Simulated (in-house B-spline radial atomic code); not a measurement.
O⁺. Computed with a B-spline radial atomic code. Model: all-electron spherical atom, spin shells full or empty, radial basis limit, no spin-orbit coupling: exact exchange with a local potential (Slater, KLI or optimised effective potential, whose far tail is KLI's), no correlation.

Exchange potential has not reached -1/r at the last radius.

The run also made RPA and GW results, which its time includes.

The Slater potential averages the orbital exchange potentials with the orbital densities as weights, KLI adds orbital constants, and the optimised effective potential minimises the exact-exchange energy among local potentials. So their energies lie above Hartree-Fock in the order OEP, KLI, Slater. All fall off as −1/r, unlike LDA and GGA exchange.

Command:
```bash
python run_gw.py task.json out
```
Settings (nuclear radius in fm, other lengths in bohr, energies in hartree):
```
Z                      8
electrons              7
configuration          [He] 2s2 2p3
hamiltonian            x2c
method                 kli
lmax                   9
rms_radius             2.6991
spin_polarised         True
box_radius             23.78
intervals              108
```

Cost of the run: 3.4 s on 1 thread of Arm Neoverse V1, with other jobs on the host.

Given: hamiltonian one-electron scalar X2C; mean-field start exchange-only KLI.

Computed: energy above Hartree-Fock 1.6347 millihartree.

| radius (bohr) | r times exchange potential up (hartree bohr) | r times exchange potential down (hartree bohr) |
| --- | --- | --- |
| 0.00625 | -0.039866 | -0.041958 |
| 0.00745 | -0.047481 | -0.049974 |
| 0.00889 | -0.056595 | -0.05957 |
| 0.0106 | -0.067375 | -0.070921 |
| 0.0126 | -0.079918 | -0.084131 |
| 0.0151 | -0.095481 | -0.10053 |
| 0.018 | -0.11334 | -0.11935 |
| 0.0215 | -0.1346 | -0.14177 |
| 0.0256 | ? | ? |
| 0.0305 | -0.18751 | -0.19764 |
| 0.0364 | -0.2206 | -0.23267 |
| 0.0434 | -0.25805 | -0.27239 |
| 0.0518 | -0.30025 | -0.31727 |
| 0.0617 | -0.34597 | -0.36612 |
| 0.0736 | -0.39511 | -0.41894 |
| 0.0878 | -0.44553 | -0.47366 |
| 0.105 | -0.49524 | -0.52846 |
| 0.125 | -0.53872 | -0.57775 |
| 0.149 | -0.57326 | -0.61909 |
| 0.178 | -0.59396 | -0.64764 |
| 0.212 | -0.59648 | -0.65777 |
| 0.253 | -0.58145 | -0.64467 |
| 0.301 | -0.56265 | -0.60291 |
| 0.36 | ? | ? |
| 0.429 | -0.65466 | -0.45474 |
| 0.511 | -0.78485 | -0.47519 |
| 0.61 | -0.93302 | -0.58197 |
| 0.727 | -1.0738 | -0.69266 |
| 0.868 | -1.1955 | -0.7866 |
| 1.03 | -1.2808 | -0.8602 |
| 1.23 | -1.3265 | -0.91845 |
| 1.47 | -1.3274 | -0.95828 |
| 1.76 | -1.2919 | -0.98193 |
| 2.09 | -1.2385 | -0.99321 |
| 2.5 | -1.1782 | -0.99805 |
| 2.98 | -1.1253 | -0.99956 |
| 3.55 | -1.084 | -0.99993 |

What belongs in the row 0.0256?

r times exchange potential up (hartree bohr): -0.15904; r times exchange potential down (hartree bohr): -0.16757.

What belongs in the row 0.36?

r times exchange potential up (hartree bohr): -0.57588; r times exchange potential down (hartree bohr): -0.52722.

| occupied | level (hartree) | Hartree-Fock level (hartree) |
| --- | --- | --- |
| 1s up | -19.913 | -21.425 |
| 1s down | ? | ? |
| 2s up | -1.8971 | -2.0737 |
| 2s down | -1.5315 | -1.5326 |
| 2p up | -1.3299 | -1.3304 |

What belongs in the row 1s down?

level (hartree): -20.118; Hartree-Fock level (hartree): -21.293.

```
  empty  level (hartree)
2p down          -0.9794
  3s up                ?
3s down         -0.40642
  3p up         -0.35894
3p down         -0.31247
  3d up         -0.25248
3d down                ?
  4s up         -0.20809
4s down         -0.19192
```

What belongs in the row 3s up?

level (hartree): -0.46481.

What belongs in the row 3d down?

level (hartree): -0.22499.

The highest level, 2p up, differs from Hartree-Fock by +0.016 eV and the deepest, 1s down, by +32 eV: a local potential can match the highest level but can't give each shell its own exchange.
